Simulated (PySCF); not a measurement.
## C₆ coefficients of unlike pairs at TPSSh

Calculated with PySCF 2.14 from the dipole response of each species, C₆(A,B) = (3/π) ∫ α_A(iu) α_B(iu) du, in atomic units, from isotropic polarisabilities. For ions this is the dispersion term alone; charge-induced terms of lower order in 1/R come first.

```json
{"species": "B", "configuration": "[He] 2s2 2p1 (2P)", "basis": "aug-cc-pwCVQZ (9s8p6d4f2g)", "relativity": "none", "α (bohr³)": "22.39", "C₆ (like pair)": "110.2"}
{"species": "Si", "configuration": "[Ne] 3s2 3p2 (3P)", "basis": "aug-cc-pV(D+d)Z (5s4p3d)", "relativity": "none", "α (bohr³)": "38.59", "C₆ (like pair)": "325.5"}
{"species": "Pt⁺", "configuration": "[Xe] 4f14 5d9 (2D)", "basis": "aug-cc-pVQZ-PP with ECP60MDF (7s7p6d4f3g2h)", "relativity": "core potential", "α (bohr³)": "16.90", "C₆ (like pair)": "128.4"}
{"species": "Cd⁺", "configuration": "[Kr] 4d10 5s1 (2S)", "basis": "def2-TZVPPD with the def2 core potential (28 electrons) (6s4p3d2f1g)", "relativity": "core potential", "α (bohr³)": "22.92", "C₆ (like pair)": "122.9"}
```

Task: Estimate C₆ for Cd⁺ with Pt⁺.

Result: The integral gives 121.7. The combination rule 2 C_A C_B / (C_A α_B/α_A + C_B α_A/α_B) gives 119.2 and the geometric mean 125.6.

No spin-orbit coupling is included.

The other pairs:

```
   pair     C₆
  Si, B  189.3
Cd⁺, Si  196.0
 Pt⁺, B  110.5
Pt⁺, Si  188.7
 Cd⁺, B  114.4
```
